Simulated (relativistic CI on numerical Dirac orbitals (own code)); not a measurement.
# d8 in a ligand field

Computed with a parametric ligand-field model of a d^n configuration (Racah B and C, spin-orbit zeta, crystal field), exact diagonalisation.

Field parameters in Wybourne normalisation: Oh B⁴₀ = 21Dq, B⁴₄ = √(5/14) B⁴₀; Td as Oh with Dq negative (B⁴₀ = 21Dq, B⁴₄ = √(5/14) B⁴₀). The field is a parameter set, without covalency.

(1) Lowest levels for B = 750, C = 3430, ζ = 90 cm⁻¹, Oh, 10Dq = 27150 cm⁻¹?

(2) Lowest levels for B = 610, C = 2930, ζ = 670 cm⁻¹, Oh, 10Dq = 37100 cm⁻¹?

(3) Lowest levels for B = 660, C = 3120, ζ = 1750 cm⁻¹, Oh, 10Dq = 20000 cm⁻¹?

(4) Lowest levels for B = 330, C = 1460, ζ = 2800 cm⁻¹, Td, 10Dq = -10950 cm⁻¹?

(5) Lowest levels for B = 920, C = 4440, ζ = 170 cm⁻¹, Oh, 10Dq = 8250 cm⁻¹?

Results:

(1) T2 0 (S 1.00), E 12737 (S 0.00), A1 23352 (S 0.00), E+T1 27128 (S 1.00), T2 27173 (S 1.00), A2 27196 (S 1.00), T2 35201 (S 1.00), E 35202 (S 1.00), T1 35204 (S 1.00) cm⁻¹, with S from ⟨S²⟩ = S(S + 1). The ground level has 2.00 electrons in the cubic e pair.

(2) T2 0 (S 1.00), E 10667 (S 0.00), A1 20171 (S 0.00), E 36913 (S 1.00), T1 36926 (S 1.00), T2 37276 (S 1.00), A2 37468 (S 1.00), T2 43931 (S 0.99), E 43999 (S 1.00) cm⁻¹, with S from ⟨S²⟩ = S(S + 1). The ground level has 2.00 electrons in the cubic e pair.

(3) T2 0 (S 1.00), E 11029 (S 0.11), T1 19584 (S 1.00), E 19602 (S 0.98), A1 20021 (S 0.19), T2 20644 (S 0.99), A2 21260 (S 1.00), T1 27227 (S 0.99), T2 27333 (S 0.99) cm⁻¹, with S from ⟨S²⟩ = S(S + 1). The ground level has 2.02 electrons in the cubic e pair.

(4) A1 0 (S 0.97), T1 1653 (S 0.99), E 3166 (S 0.90), T2 4209 (S 0.88), T2 7313 (S 0.51), E 8596 (S 0.40), A1 14075 (S 0.42), T1 14160 (S 0.98), E 14726 (S 0.99) cm⁻¹, with S from ⟨S²⟩ = S(S + 1). The ground level has 3.95 electrons in the cubic e pair.

(5) T2 0 (S 1.00), E 8197 (S 1.00), T1 8210 (S 1.00), T2 8301 (S 1.00), A2 8343 (S 1.00), A1 13546 (S 1.00), T1 13660 (S 1.00), E 13858 (S 0.99), T2 13873 (S 1.00) cm⁻¹, with S from ⟨S²⟩ = S(S + 1). The ground level has 2.00 electrons in the cubic e pair.
